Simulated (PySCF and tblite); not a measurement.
The numbers below are computed, except where a source is named.
C₆H₁₁Cl, numbered as in [Cl:1][CH:2]1[CH2:3][CH2:4][CH2:5][CH2:6][CH2:7]1.

Level: PBE0-D3(BJ)/def2-TZVP//PBE0-D3(BJ)/def2-SVP, thermal terms from GFN2-xTB, symmetry numbers and mirror pairs counted. Conformers within 4 kcal/mol (GFN2-xTB free energy) were kept, 5 at most. Of two unlike H on one atom, a is the less shielded (PBE0/pcSseg-1). (PySCF 2.14, tblite 0.8.)

An NOE distance is ⟨r⁻⁶⟩^(−1/6) over all pairs of like atoms and, for the average, over conformers.

The 6-ring runs over atoms 2–3–4–5–6–7.

```csv
conformer,shape,weight %
1,6-ring chair (all substituents equatorial),69.1
2,6-ring chair (Cl1 axial),30.9
```

(1) Which H–H contacts under 3.5 Å would NOEs report (pairs on one atom left out) at 298.15 K?

Results:

(1) 
```tsv
pair	in 1 (Å)	in 2 (Å)	average (Å)
H2 ··· H3a/H7a	2.47	2.43	2.46
H4b/H6b ··· H5a	2.48	2.48	2.48
H4a/H6a ··· H5b	2.48	2.48	2.48
H4a/H6a ··· H5a	2.52	3.07	2.62
H3b/H7b ··· H4a/H6a	2.78	2.76	2.77
H3a/H7a ··· H4b/H6b	2.78	2.77	2.77
H2 ··· H4b/H6b	2.62	4.31	2.78
H2 ··· H3b/H7b	3.06	2.50	2.79
H3b/H7b ··· H5b	2.64	4.32	2.80
H4b/H6b ··· H5b	3.07	2.52	2.81
H3a/H7a ··· H4a/H6a	2.82	3.34	2.92
H3b/H7b ··· H4b/H6b	3.35	2.82	3.11
H3a/H7a ··· H5a	4.33	2.64	3.15
```

Longer pairs under the limit may be missing.
